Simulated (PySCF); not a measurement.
## SMILES [SiH3]C(=C=C[SiH3])Cl, C$_{3}$H$_{7}$ClSi$_{2}$

Molfile (atoms numbered from 1):
```
C3H7ClSi2
     RDKit          3D

 13 12  0  0  0  0  0  0  0  0999 V2000
   -2.2591    0.4696   -1.1380 Si  0  0  0  0  0  4  0  0  0  0  0  0
   -1.0974   -0.9917   -0.9313 C   0  0  0  0  0  0  0  0  0  0  0  0
    0.1948   -0.8750   -1.1036 C   0  0  0  0  0  0  0  0  0  0  0  0
    1.4871   -0.6998   -1.2398 C   0  0  0  0  0  0  0  0  0  0  0  0
    2.6295   -0.2168    0.1700 Si  0  0  0  0  0  4  0  0  0  0  0  0
    2.2613   -0.9117   -2.7999 Cl  0  0  0  0  0  0  0  0  0  0  0  0
   -3.2670    0.1704   -2.1997 H   0  0  0  0  0  0  0  0  0  0  0  0
   -2.9886    0.7182    0.1426 H   0  0  0  0  0  0  0  0  0  0  0  0
   -1.4609    1.6715   -1.5111 H   0  0  0  0  0  0  0  0  0  0  0  0
   -1.5051   -1.9766   -0.6619 H   0  0  0  0  0  0  0  0  0  0  0  0
    1.8133   -0.0633    1.4089 H   0  0  0  0  0  0  0  0  0  0  0  0
    3.6622   -1.2774    0.3569 H   0  0  0  0  0  0  0  0  0  0  0  0
    3.3081    1.0685   -0.1675 H   0  0  0  0  0  0  0  0  0  0  0  0
  1  2  1  0
  2  3  2  0
  3  4  2  0
  4  5  1  0
  4  6  1  0
  1  7  1  0
  1  8  1  0
  1  9  1  0
  2 10  1  0
  5 11  1  0
  5 12  1  0
  5 13  1  0
M  END
```

Level of theory: TDDFT CAM-B3LYP/def2-TZVPD circular dichroism and optical rotation, one conformer, IEF-PCM acetonitrile (non-equilibrium linear response, no local-field factor) (PySCF). Geometry: PBE0-D3(BJ)/def2-SVP.

No stereocentre is labelled: unless the shape is locked (an allene, a helicene, a hindered biaryl), the mirror image is equally populated and a measured rotation or CD is zero.

(1) What is the specific rotation at 633, 589.3, 546, 436, 405, 365, 355 nm?

(2) And for the mirror image at 589.3 nm?

(3) What is the molar rotation [Φ] = [α]·M/100 of the geometry above at 589.3 nm?

Results:

(1) [α] in deg dm⁻¹ (g/mL)⁻¹:
| λ (nm) | origin-invariant length gauge | modified velocity gauge | length gauge (centre of mass) | isotropic polarisability (au) |
| --- | --- | --- | --- | --- |
| 633 | -86.7 | -90.0 | -85.7 | 132.5 |
| 589.3 | -102.7 | -106.6 | -101.5 | 133.5 |
| 546 | -123.8 | -128.4 | -122.3 | 134.7 |
| 436 | -223.3 | -231.6 | -220.5 | 139.9 |
| 405 | -276.1 | -286.4 | -272.6 | 142.4 |
| 365 | -381.2 | -395.6 | -376.3 | 147.0 |
| 355 | -417.8 | -433.8 | -412.4 | 148.4 |

(2) +102.7 deg dm⁻¹ (g/mL)⁻¹ (origin-invariant length gauge): the same size and the opposite sign.

(3) With M = 134.71 g/mol, -138.4 deg cm² dmol⁻¹ (origin-invariant length gauge).

The first excitation lies at 4.56 eV (272 nm) with R = 0.0 × 10⁻⁴⁰ esu² cm² (velocity form).
